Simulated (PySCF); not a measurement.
# Electron correlation in In (indium, neutral)

Starting occupation: [Kr] 4d10 5s2 5p1, 5p1/2 with m_j = +1/2. All numbers are calculated (PySCF 2.14, X2C-1e with screened-nucleus spin-orbit coupling, Gaussian nucleus, in x2c-TZVPPall-2c with one added diffuse shell each of s, p, d, f type (9s10p6d3f, 90 functions)). Frozen: [Kr]; 13 electrons correlated; the 14 highest virtual spinors left out.

MP2 pair energies summed by pair of shells (mhartree):

| pair | energy | share (%) |
| --- | --- | --- |
| 4d3/2-4d5/2 | -87.17 | 31.4 |
| 4d5/2-4d5/2 | -62.90 | 22.6 |
| 4d5/2-5s1/2 | -36.48 | 13.1 |
| 4d3/2-4d3/2 | -26.37 | 9.5 |
| 4d3/2-5s1/2 | -23.81 | 8.6 |
| 5s1/2-5s1/2 | -17.06 | 6.1 |
| 5p1/2-5s1/2 | -11.53 | 4.1 |
| 4d5/2-5p1/2 | -7.50 | 2.7 |
| 4d3/2-5p1/2 | -5.18 | 1.9 |

Total MP2 correlation energy: -278.00 mhartree.

The virtual space was cut to 110 spinors, which keep -277.99 of the -278.00 mhartree of MP2 correlation.

| level | correlation energy (mhartree) |
| --- | --- |
| CCSD | -273.17 |
| (T) | -6.84 |
| CCSD(T) | -280.01 |

Diagnostics: T1 = 0.024, largest double amplitude 0.073.

Cost of the coupled-cluster step: 350 s of wall time on 4 threads of Intel(R) Xeon(R) 6975P-C (shared host), for 13 occupied and 110 virtual spinors.

This basis was not built for core-valence correlation, so the inner-shell part is incomplete.
